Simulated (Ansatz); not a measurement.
A nudged elastic band was laid between two geometries of CH$_{8}$BFSi$_{2}$ (13 atoms, charge 0, multiplicity 1).

The calculation used RKS B3LYP/def2-SVP (Ansatz 0.2.0).

```
movable images  : 7
climbing image  : yes
spring          : 5.0 eV/Å²
optimiser       : quadratic models (default)
start path      : through a guess of the saddle point
force threshold : 0.05 eV/Å
iteration limit : 60
end points      : relaxed
```

Initial state:

```xyz
13
Properties=species:S:1:pos:R:3
B -0.432 1.122 -1.203
C 0.388 0.180 -0.319
F 1.775 0.136 -0.646
Si 0.314 0.758 1.516
Si -0.241 -1.630 -0.514
H -1.616 1.221 -0.996
H 0.084 1.754 -2.089
H 1.183 -0.139 2.326
H -1.088 0.694 2.014
H 0.824 2.154 1.616
H -0.148 -2.034 -1.944
H -1.653 -1.731 -0.050
H 0.628 -2.520 0.304
```

Final state:

```xyz
13
Properties=species:S:1:pos:R:3
B -0.427 1.127 -1.203
C 0.387 0.178 -0.323
F 1.775 0.131 -0.648
Si 0.312 0.756 1.514
Si -0.244 -1.632 -0.512
H 0.095 1.763 -2.081
H -1.612 1.230 -0.997
H 1.195 -0.131 2.319
H -1.088 0.677 2.016
H 0.806 2.157 1.611
H -0.147 -2.041 -1.941
H -1.656 -1.730 -0.050
H 0.624 -2.519 0.310
```

Question: What changes between the two ends?

Answer: No bond is made or broken. The dihedral H7–B1–C2–Si4 goes from 118 to -62°. The two ends are copies of one structure, up to a mirror image or an exchange of like atoms.

Question: Give the energies along the band, and the barrier.

Answer: The forces met the threshold. The highest image is number 4 of 0 to 8, 0.54 eV above the ends, which have the same energy within 2 meV. A vibrational analysis at the climbing image gives one clearly imaginary mode, 184i cm⁻¹: a first-order saddle point.

```tsv
image	path coordinate (Å)	energy (eV)	dihedral H7–B1–C2–Si4 (°)
0	0.00	0.00	118
1	0.55	0.05	139
2	1.10	0.23	157
3	1.65	0.45	171
4	2.20	0.54	-176
5	2.86	0.53	-147
6	3.53	0.34	-117
7	4.20	0.09	-87
8	4.87	0.00	-62
```

Question: What is the geometry of the highest image?

Answer: 
```xyz
13
Properties=species:S:1:pos:R:3:forces:R:3
B -0.419 1.189 -1.229 -0.03 -0.02 0.00
C 0.182 0.140 -0.197 0.05 0.03 -0.05
F 1.518 0.442 -0.760 0.00 -0.03 0.05
Si 0.236 0.697 1.622 -0.01 0.00 0.01
Si -0.169 -1.699 -0.541 0.00 0.00 0.00
H -0.657 2.324 -0.898 0.01 0.00 -0.01
H -0.544 0.858 -2.381 -0.02 0.01 0.00
H 1.141 -0.175 2.424 0.00 0.00 0.00
H -1.151 0.603 2.166 0.00 0.00 0.00
H 0.710 2.107 1.693 0.00 0.00 0.00
H 0.027 -1.980 -1.989 0.00 0.00 0.00
H -1.587 -1.972 -0.160 0.00 0.00 0.00
H 0.733 -2.569 0.266 0.00 0.00 0.00
```

Question: What are the harmonic wavenumbers there?

Answer: 184i, 109, 147, 170, 213, 216, 233, 296, 467, 564, 621, 659, 676, 777, 848, 907, 939, 940, 948, 954, 966, 990, 1012, 1092, 1233, 2216, 2223, 2229, 2236, 2243, 2247, 2574, 2673 cm⁻¹.

Run time: 4.6 min on 2 threads of INTEL(R) XEON(R) PLATINUM 8581C CPU @ 2.10GHz (Emerald Rapids), with other jobs on the host, peak memory 0.32 GiB.
